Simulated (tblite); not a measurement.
Species: C6H8F3 (doublet state).
Numbering: `[CH3:1]/[C:2]=[CH:3]\[C@H:4]([F:5])[CH2:6][CH:7]([F:8])[F:9]` (hydrogens: H10, H11, H12 on C1; H13 on C3; H14 on C4; H15, H16 on C6; H17 on C7)

The geometry is computed with GFN2-xTB (gas phase). This method treats the open shell by occupation alone, without spin polarisation.

(1) What internal coordinates does the optimisation give?

Results:

(1) 
```tsv
bond	length (bohr)	order
C1–C2	2.744	single
C2=C3	2.445	double
C3–C4	2.885	single
C4–F5	2.614	single
C4–C6	2.887	single
C6–C7	2.875	single
C7–F8	2.565	single
C7–F9	2.560	single
C1–H10, C1–H11, C1–H12	2.064	single
C3–H13	2.046	single
C4–H14	2.072	single
C6–H15	2.062	single
C6–H16	2.062	single
C7–H17	2.079	single
```

Bonds in one row agree within 0.02 bohr and their mean is given. Orders are formal, as drawn. A selection of angles:
```tsv
angle	degrees
C2–C1–H10	109.9
C2–C1–H11	111.5
H10–C1–H11	109.2
H10–C1–H12	107.9
C1–C2–C3	144.0
C2–C3–C4	125.2
C2–C3–H13	122.1
C4–C3–H13	112.7
C3–C4–F5	109.1
C3–C4–C6	111.0
C3–C4–H14	110.8
F5–C4–C6	108.4
F5–C4–H14	106.3
C6–C4–H14	111.1
C4–C6–C7	110.9
C4–C6–H15	109.9
C4–C6–H16	109.5
C7–C6–H15	108.4
C7–C6–H16	108.9
H15–C6–H16	109.3
C6–C7–F8	110.5
C6–C7–F9	110.7
C6–C7–H17	113.4
F8–C7–F9	106.0
F8–C7–H17	107.9
F9–C7–H17	108.1
```

Dihedral angles: C1–C2–C3–C4 -1° (synperiplanar); C2–C3–C4–F5 -131° (anticlinal); C3–C4–C6–C7 -175° (antiperiplanar); C4–C6–C7–F8 68° (synclinal).

C3 (carbon bonded to 2 C and H) is planar (angles 125.2°, 122.1° and 112.7°, sum 360.0°, 0.00 Å off the plane of its three neighbours). The C–F distances run from 1.355 Å (C7–F9, drawn single) to 1.383 Å (C4–F5, drawn single), a spread of 0.028 Å. The 5 C–C bonds span 1.294 Å (C2=C3, drawn double) to 1.528 Å (C4–C6, drawn single), a spread of 0.234 Å. Of the pairs four or more bonds apart, F5···H17 is among the closest relative to their van der Waals radii: 2.61 Å, 98 % of the sum of Bondi's values.

Point group: C1 (no symmetry element, even within 0.4 Å). GFN2-xTB frequencies show an imaginary mode (59i cm⁻¹), so the point is no minimum at that level.

Time: 0.56 s. Hardware: one thread, Arm Neoverse V2 (aarch64), no GPU (shared host). These figures are those of the optimisation.

One conformer stands for the species.
